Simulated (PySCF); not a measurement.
**Dipole response of S²⁺ (sulfur, charge +2)**

[Ne] 3s2 3p2, high-spin 3P determinant. All numbers are calculated (PySCF 2.14, no relativity, point nucleus, in aug-cc-pwCVDZ (6s5p3d, 36 functions)). Coupled (time-dependent) response in atomic units; α is the mean over directions. A double-zeta set is small for polarisabilities.

```tsv
method	mean α (bohr³)	α xx, yy, zz	C₆ (like pair)	S(−4)
UHF	7.555	7.803, 7.430, 7.430	27.81	20.89
PBE	7.362	7.532, 7.277, 7.277	26.91	18.43
PBE0	7.373	7.573, 7.273, 7.273	26.96	18.64
B97-3	7.433	7.586, 7.357, 7.357	27.28	18.95
CAM-B3LYP	7.332	7.506, 7.245, 7.245	26.75	18.27
```

S(−4) is the Cauchy moment in α(ω) = α(0) + S(−4) ω² + …

α(iu) at PBE:

| u (hartree) | α(iu) (bohr³) |
| --- | --- |
| 0 | 7.362 |
| 0.0500 | 7.316 |
| 0.100 | 7.183 |
| 0.200 | 6.701 |
| 0.300 | 6.040 |
| 0.500 | 4.622 |
| 0.750 | 3.204 |
| 1.00 | 2.264 |
| 1.50 | 1.262 |
| 2.00 | 0.8028 |
| 3.00 | 0.4208 |
| 5.00 | 0.1942 |

For an ion, C₆ is the dispersion term alone; charge-induced terms of lower order in 1/R come first.

The components differ because the open shell of this determinant is not spherical; for a pure term their mean is the scalar polarisability.
